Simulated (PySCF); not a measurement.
Order these species by their calculated properties.

All species are isolated and taken at one optimised geometry, non-relativistic unless stated. Electronic properties by PySCF.

Dipoles, sizes and rotational constants follow the conformer. The torsions of the flexible species, by atom-mapped SMILES:
- `[O:1]=[C:2]([OH:3])[C@@H:4]([SiH3:5])[Si@@H:6]1[CH2:7][C@H:8]1[SiH3:9]`: O1–C2–C4–Si5 147°, C2–C4–Si6–C7 -88°, H–O3–C2–O1 0°
- `[CH2:1]=[C:2]([F:3])[CH2:4][Si@:5]([CH3:6])([OH:7])[SiH3:8]`: C1–C2–C4–Si5 -111°, C2–C4–Si5–C6 53°, H–O7–Si5–C4 45°
- `[CH:1]#[C:2][CH2:3][SiH2:4][O:5][Si@@H:6]([CH3:7])[O:8][SiH3:9]`: C2–C3–Si4–O5 55°, C3–Si4–O5–Si6 -43°, Si4–O5–Si6–C7 -50°, O5–Si6–O8–Si9 -62°
- `[CH:1]#[C:2]/[CH:3]=[C:4](/[C:5]#[N:6])[SiH:7]([CH3:8])[CH3:9]`: C3–C4–Si7–C8 -65°
- `[SiH3:1][O:2][c:3]1[cH:4][cH:5][s:6][cH:7]1`: Si1–O2–C3–C4 180°
- `[CH:1]#[C:2][CH2:3][C:4](=[O:5])[SiH2:6][SH:7]`: C2–C3–C4–O5 -146°, C3–C4–Si6–S7 168°, H–S7–Si6–C4 6°
- `[CH3:1][S:2][Si@H:3]1[CH:4]=[CH:5][C:6]1=[O:7]`: C1–S2–Si3–C4 -57°
- `[OH:1][SiH2:2][c:3]1[cH:4][cH:5][cH:6][s:7]1`: O1–Si2–C3–C4 165°, H–O1–Si2–C3 45°

The conformers of `C=C(CO[Si@@H](N)O)N(C)C` and `NC[C@@H]1CCC(=S)C1` aren't listed.

Task: Rank by HOMO–LUMO gap, lowest first (PBE0/pcSseg-1 at GFN2-xTB geometries).
A. `C=C(CO[Si@@H](N)O)N(C)C`
B. `O=C(O)[C@@H]([SiH3])[Si@@H]1C[C@H]1[SiH3]`
C. `C=C(F)C[Si@](C)(O)[SiH3]`
D. `C#C/C=C(/C#N)[SiH](C)C`
E. `C#CC[SiH2]O[Si@@H](C)O[SiH3]`

Result: D (5.18 eV), A (6.36 eV), B (6.67 eV), C (7.10 eV), E (8.04 eV).

Task: By how much do the two ends of that ranking differ?

Result: By 2.86 eV, between `C#CC[SiH2]O[Si@@H](C)O[SiH3]` and `C#C/C=C(/C#N)[SiH](C)C`.

Task: Rank by lowest singlet excitation, lowest first (TDDFT PBE0/def2-SVPD at GFN2-xTB geometries).
A. `NC[C@@H]1CCC(=S)C1`
B. `C#CCC(=O)[SiH2]S`
C. `O=C1CSC=C1[SiH3]`
D. `[SiH3]OC1=CSC=C1`

Result: A (2.48 eV), B (3.60 eV), C (3.89 eV), D (5.38 eV).

Task: By how much do the two ends of that ranking differ?

Result: By 2.90 eV, between `[SiH3]Oc1ccsc1` and `NC[C@@H]1CCC(=S)C1`.

Task: Rank by HOMO energy, highest first (PBE0/pcSseg-1 at GFN2-xTB geometries).
A. `O=C(O)[C@@H]([SiH3])[Si@@H]1C[C@H]1[SiH3]`
B. `C=C(F)C[Si@](C)(O)[SiH3]`
C. `C=C(CO[Si@@H](N)O)N(C)C`
D. `C#C/C=C(/C#N)[SiH](C)C`

Result: C (-5.49 eV), A (-7.02 eV), B (-7.16 eV), D (-7.60 eV).

Task: By how much do the two ends of that ranking differ?

Result: By 2.11 eV, between `C=C(CO[Si@@H](N)O)N(C)C` and `C#C/C=C(/C#N)[SiH](C)C`.

Task: Rank by smallest rotational constant, lowest first (GFN2-xTB).
A. `CS[Si@H]1C=CC1=O`
B. `s1c([SiH2]O)ccc1`
C. `O=C(O)[C@@H]([SiH3])[Si@@H]1C[C@H]1[SiH3]`
D. `C=C(F)C[Si@](C)(O)[SiH3]`

Result: C (0.460 GHz), D (0.743 GHz), B (0.982 GHz), A (1.178 GHz).

Task: By how much do the two ends of that ranking differ?

Result: By 0.718 GHz, between `CS[Si@H]1C=CC1=O` and `O=C(O)[C@@H]([SiH3])[Si@@H]1C[C@H]1[SiH3]`.
